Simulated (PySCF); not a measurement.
GeH5Si, SMILES [SiH2][GeH3], multiplicity 2. Atoms are numbered in the order given.

```xyz
7

Si     1.6425     0.0933     0.0000
Ge    -0.7391    -0.0067     0.0000
H      2.2475    -0.5184    -1.2118
H      2.2475    -0.5184     1.2118
H     -1.2898     0.7027     1.2494
H     -1.2898     0.7027    -1.2494
H     -1.2603    -1.4595     0.0000
```
Charge 0, spin multiplicity 2.

Geometry optimised at B3LYP-D3(BJ)/def2-TZVP. The isomer is the one that the SMILES or the coordinates give; other isomers of the formula were not compared.

Method: PySCF 2.14.0 with B3LYP-D3(BJ)/def2-TZVP.

Frequencies are harmonic and unscaled.

Computed vibrational spectrum:
```csv
mode,ν (cm⁻¹),IR (km/mol),moving atoms (share of kinetic energy)
1,116,0.2,H 99 %
2,348,0.9,"Si 67 %, Ge 28 %"
3,372,16.0,H 99 %
4,390,15.7,H 97 %
5,585,24.6,"H 87 %, Si 11 %"
6,597,0.5,H 90 %
7,795,287.0,H 97 %
8,881,30.2,H 99 %
9,882,35.7,H 99 %
10,926,77.3,H 96 %
11,2096,106.1,H 99 %
12,2128,92.0,H 99 %
13,2133,96.9,H 98 %
14,2184,77.3,H 98 %
15,2211,112.7,H 96 %
```
